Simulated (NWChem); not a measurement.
Species: CH4FeN2O, quintet; SMILES [OH][Fe]1[NH]C=[NH]->1

```xyz
9

Fe    -0.0081     0.5215     0.0000
O     -0.0542     2.3147     0.0000
H      0.7029     2.9033     0.0000
C     -0.0015    -1.9159     0.0000
N     -0.0032    -1.2147    -1.1171
N     -0.0032    -1.2147     1.1171
H      0.0021    -3.0221     0.0000
H     -0.0036    -1.7277    -1.9889
H     -0.0036    -1.7277     1.9889
```
Atoms are numbered in this order, from 1.

Results from NWChem. Pople sets run with spherical d functions. Spin-unrestricted. In the optimisation the excess spin sits in a' and a" (Cs, its own frame). Geometry: optimised at PBE0/def2-SVP, spin-unrestricted. Not confirmed as a minimum by frequencies. The spin multiplicity was typed, not searched, and may not be the lowest. No stability test was run on the SCF state. Level B3LYP/6-31G*: energy and gradient on several grids; changes count from the extra-fine grid, which is no exact limit either.

Question: Which is the coarsest grid (xfine; fine; medium; xcoarse; coarse) from which on the energy stays within 50 μHa and each gradient component within 100 μHa/bohr of xfine?

Answer: medium.
| grid | size of the energy change (μHa) | largest change of a gradient component (μHa/bohr) |
|---|---|---|
| xcoarse | 600 | 10000 |
| coarse | 30 | 400 |
| medium | < 10 | 30 |
| fine | < 10 | < 30 |
| xfine | < 10 | < 30 |
